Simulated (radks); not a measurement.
Results of a calculation; reference values are marked as such.
Q: Level of theory: Dirac Kohn-Sham, PBEsol, spin-unpolarised, spherical densities, finite nucleus; open shells fill j = l - 1/2 first; Fermi nuclear charge, rms radius of each element as measured or else 0.836 A^(1/3) + 0.57 fm (a radial shooting solver on a logarithmic mesh with Libxc functionals). Each species is in its NIST ground configuration. Rank Sn, Pb, C, Si, Ge by mean radius of the outermost orbital (bohr), largest first.

A: Sn 3.15, Pb 3.07, Ge 2.85, Si 2.79, C 1.80.
